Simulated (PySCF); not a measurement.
Delta-SCF ions had no search for a lower state. Excitations are Tamm–Dancoff values on a coarser integration grid. The basis has no diffuse functions, so Rydberg states are missing or too high.

Z-matrix (Å, degrees):
```
C
N 1 1.3520
C 2 1.3388 1 119.49
C 1 1.4263 2 118.55 3 -179.98
C 4 1.3759 1 120.54 2 -179.99
H 4 1.0913 5 122.26 1 180.00
H 5 1.0925 4 120.16 6 0.00
C 5 1.4210 7 119.42 4 180.00
C 8 1.3783 5 120.61 7 180.00
H 8 1.0926 9 119.96 5 180.00
H 9 1.0931 8 120.67 10 0.00
C 9 1.4208 11 118.93 8 -180.00
C 12 1.4175 9 123.49 11 0.01
C 13 1.3760 12 119.08 9 179.99
H 14 1.0920 13 120.83 12 -179.99
H 13 1.0936 14 121.41 15 0.01
B 3 1.5545 2 117.49 1 179.99
H 17 1.2026 3 120.02 2 0.11
H 17 1.2081 18 120.28 3 -179.99
```
Charge 0, spin multiplicity 1.

**Question.** What is the computed S1–T1 gap (TDA), HOMO–LUMO gap, S1 excitation (TDA), S1 oscillator strength, LUMO, brightest of the four lowest singlets (TDA), total energy and vertical ionisation energy (Delta-SCF) (M06-2X/def2-TZVP // B3LYP-D3(BJ)/def2-SVP (PySCF))?

**Answer.** 
```json
{
 "S1–T1 gap (TDA)": "0.48 eV",
 "HOMO–LUMO gap": "6.22 eV",
 "S1 excitation (TDA)": "3.50 eV",
 "S1 oscillator strength": "0.001",
 "LUMO": "-1.74 eV",
 "brightest of the four lowest singlets (TDA)": "4.61 eV",
 "total_energy": "-11628.14 eV",
 "vertical ionisation energy (Delta-SCF)": "8.80 eV"
}
```
